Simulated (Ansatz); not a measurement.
Two structures of SiN2H10O2, closed shell, reached by relaxing down either side of one saddle point (PBE0-D4/def2-TZVP). Energies are electronic, without zero-point energy. Ansatz 0.2.0; basis: def2-TZVPP and def2-QZVPP; cores frozen in the correlated methods. Extrapolation: Hartree–Fock as exp(−7.88 √X), correlation as X^−2.97. First:

```
atom    x (Å)    y (Å)    z (Å)
 Si1  -1.0933  -0.3184  -1.2523
  N2  -0.0236  -1.5709  -0.6595
  H3  -1.5424  -0.5092  -2.6611
  H4  -2.2812  -0.4679  -0.3620
  N5  -0.2499   1.1502  -1.2176
  H6   0.8864   1.0423   1.7209
  O7   0.8180   1.9772   1.4384
  H8   0.5573  -1.0703   1.0378
  O9   0.8723  -0.7270   1.9061
 H10  -0.4458  -2.4813  -0.5277
 H11   0.8402  -1.6813  -1.1757
 H12   0.0942   1.5669  -0.3545
 H13  -0.4029   1.8297  -1.9427
 H14   1.7105   2.3242   1.4869
 H15   0.2600  -1.0642   2.5630
```

Second:

Si1  (-0.344, 0.404, -0.838)
N2  (0.100, -1.732, -0.153)
H3  (0.079, -0.206, -2.128)
H4  (-1.663, 0.044, -0.251)
N5  (-0.585, 2.052, -1.407)
H6  (0.858, -0.168, 1.916)
O7  (0.843, 0.700, 0.325)
H8  (0.107, -1.780, 0.868)
O9  (0.734, -0.881, 2.571)
H10  (-0.585, -2.385, -0.513)
H11  (1.015, -2.026, -0.476)
H12  (-1.292, 2.640, -0.995)
H13  (-0.517, 2.233, -2.395)
H14  (1.095, 1.624, 0.232)
H15  (0.156, -0.520, 3.245)
(Å)

Problem. Which bonds change from the first to the second?

Solution. SiN₂H₆ ([NH2][SiH2][NH2]) + H₂O + H₂O → SiNH₅O ([NH2][SiH2][OH]) + H₂O + NH₃; bonds formed: Si1–O7, N2–H8, H6–O9; bonds broken: Si1–N2, H6–O7, H8–O9.

Problem. Give the saddle point's structure and its height above each. (An estimate is asked for; the value comes from the calculation.)

Solution. The calculation gives: 89.9 kJ/mol above the first and 108.6 kJ/mol above the second (CCSD(T) at an estimated basis limit (MP2 extrapolated from triple and quadruple zeta, plus CCSD(T) − MP2 in triple zeta)).
Si1  (-0.734, 0.195, -0.636)
N2  (0.333, -1.282, -0.268)
H3  (-1.410, -0.488, -1.821)
H4  (-1.870, 0.180, 0.327)
N5  (-0.132, 1.507, -1.572)
H6  (0.447, 0.200, 1.644)
O7  (0.235, 1.039, 0.883)
H8  (0.501, -1.322, 0.982)
O9  (0.702, -0.935, 2.139)
H10  (-0.080, -2.113, -0.676)
H11  (1.248, -1.176, -0.698)
H12  (0.105, 2.401, -1.177)
H13  (-0.448, 1.583, -2.524)
H14  (1.079, 1.432, 0.643)
H15  (0.024, -1.220, 2.755)
(Å)

The T1 diagnostic stays at or below 0.011.

The step is the kind of ligand exchange by which a precursor binds to a hydroxyl group, or is hydrolysed, in atomic layer deposition of oxides.

Labels in which every atom is bracketed show which atoms are joined, not bond orders.

For scale, one of the runs: CCSD(T)/def2-TZVPP, 306 basis functions, launched by `ansatz run in.yaml --threads 8 --pin off --events-out ev --progress --plain --max-ram 19148MiB`. Hardware: 8 CPU threads of an Intel Xeon, shared host. Wall time 4.9 min; peak host memory 11 GiB.
